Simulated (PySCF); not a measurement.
Ionising RbAl

UHF-SCS-MP2; PySCF, scalar-relativistic core potentials, basis sets Rb def2-SVP with ECP28, Al def2-SVP. Neutral (UHF): triplet (σ ↑, π ↑), Re = 3.641 Å, ωe = 101 cm⁻¹, De = 0.23 eV.

RbAl⁺ (UHF): doublet (σ ↑), Re = 4.162 Å, ωe = 73.6 cm⁻¹, De = 0.41 eV to Rb⁺ + Al. The energies at the minima are -265.68372 hartree for RbAl and -265.54351 for RbAl⁺.

(1) Work out the adiabatic ionisation energy, without and with harmonic zero-point energies (1 hartree = 27.2114 eV, 1 eV = 8065.5 cm⁻¹), and the change of the bond length.

Correlated steps freeze 5 core orbitals. Weak bonds: RbAl, RbAl⁺. Basis-set superposition, not corrected here, can be much of De in a small basis, most of all at correlated wavefunction levels. Spin–orbit coupling is left out. For an ion De counts to the pair picked by the measured ionisation energies or electron affinities, which need not be the lowest pair at this level. States were picked by a PBE0 search and need not be the measured ground states.

Results:

(1) At UHF-SCS-MP2: 0.14021 hartree = 3.815 eV between the minima; the zero-point term (73.6 − 101.0)/2 cm⁻¹ = -0.002 eV makes it 3.814 eV. Re changes by +52.1 pm against the neutral. The electron leaves a π orbital, and the ion is left as a loose complex of an ion and an atom.
